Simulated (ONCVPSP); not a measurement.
zinc (Zn): excitation energies, all-electron against ONCV

Zn (Z = 30), optimised norm-conserving Vanderbilt (ONCV), made with ONCVPSP 4.0.1 (PBE, scalar-relativistic). Core [Ar], reference 3d10 4s2. Waves: 4s: rc 1.85 bohr, ncon 4, nbas 7, qcut 3.7 1/bohr, 1 projector; p scattering state at 0.43 Ha: rc 1.95 bohr, ncon 3, nbas 8, qcut 4.2 1/bohr, 2 projectors, debl 2.4 Ha; 3d: rc 1.50 bohr, ncon 4, nbas 8, qcut 9.9 1/bohr, 2 projectors, debl 1.2 Ha; f scattering state at 0.21 Ha: rc 1.85 bohr, ncon 5, nbas 8, qcut 5.7 1/bohr, 3 projectors, debl 1.3 Ha. Local part: polynomial inside 1.45 bohr (lpopt 5, dvloc0 4 Ha). Core correction: Teter function, fcfact 5.5, rcfact 1.5.

Energies are relative to the spin-unpolarised reference configuration 3d10 4s2; without spin polarisation the order of configurations can differ from experiment.

**Question.** Give the all-electron excitation energy and the error of the potential for: 3d10 4s1; 3d10 4s0; 3d9 4s0; 3d10 4s1 4p1.

**Answer.**

```json
{"valence configuration": "3d10 4s1", "charge": "+1", "ΔE all-electron (eV)": "9.889", "error AE − PS (meV)": "+3.1"}
{"valence configuration": "3d10 4s0", "charge": "+2", "ΔE all-electron (eV)": "28.331", "error AE − PS (meV)": "+32"}
{"valence configuration": "3d9 4s0", "charge": "+3", "ΔE all-electron (eV)": "68.865", "error AE − PS (meV)": "+100"}
{"valence configuration": "3d10 4s1 4p1", "charge": "0", "ΔE all-electron (eV)": "5.087", "error AE − PS (meV)": "+3.6"}
```

Levels in the configuration 3d10 4s1 4p1:

```json
{"level": "3d", "all-electron (eV)": "-12.344", "pseudo (eV)": "-12.340"}
{"level": "4s", "all-electron (eV)": "-7.402", "pseudo (eV)": "-7.398"}
{"level": "4p", "all-electron (eV)": "-2.101", "pseudo (eV)": "-2.102"}
```

Note: no bound ghost flagged; GHOST(+) flagged for f at 100.7 eV.
